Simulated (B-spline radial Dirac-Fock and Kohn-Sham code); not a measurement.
# Elastic and transport cross sections of cerium for electrons

These are calculated numbers from a B-spline atomic structure program; the model is relativistic (Dirac) partial waves in the static field of the Dirac-Fock atom with Furness-McCarthy exchange, without polarisation or absorption potentials. σ_tr1 and σ_tr2 weight the cross section with 1 − P₁ and 1 − P₂ of cos θ; "backward" is the share scattered beyond 90°.

```
energy (eV)  σ (a₀²)  σ_tr1 (a₀²)  σ_tr2 (a₀²)  σ/σ_tr1  backward (%)
       6870     4.81        0.190        0.314     25.3           1.2
       7000     4.75        0.185        0.307     25.7           1.1
       8590     4.18        0.137        0.238     30.6          0.90
       8740     4.13        0.133        0.233     31.0          0.89
      10000     3.79        0.109        0.196     34.8          0.75
      12900        ?            ?            ?        ?             ?
      20000     2.40       0.0378       0.0767     63.5          0.32
      21100     2.31       0.0348       0.0711     66.5          0.30
      23300     2.16       0.0298       0.0618     72.6          0.26
      24600     2.08       0.0274       0.0572     76.2          0.24
      30000     1.82       0.0200       0.0429     90.8          0.19
      44000     1.39       0.0109       0.0244      128          0.12
      50000     1.27      0.00889       0.0201      143         0.098
      74900    0.967      0.00465       0.0109      208         0.058
      82800    0.904      0.00396      0.00936      228         0.051
     100000    0.798      0.00292      0.00702      273         0.039
     108000    0.760      0.00259      0.00624      294         0.035
     144000    0.636      0.00163      0.00402      389         0.024
     155000    0.608      0.00145      0.00359      418         0.022
     200000    0.527     0.000973      0.00244      542         0.015
     300000    0.432     0.000519      0.00133      832        0.0084
```

**Question.** Fill in the row for 12.9 keV.

**Answer.** σ = 3.22 a₀², σ_tr1 = 0.0742 a₀², σ_tr2 = 0.140 a₀², σ/σ_tr1 = 43.3, backward 0.55 %. The ratio σ/σ_tr1 is roughly the number of elastic collisions that randomise the direction.
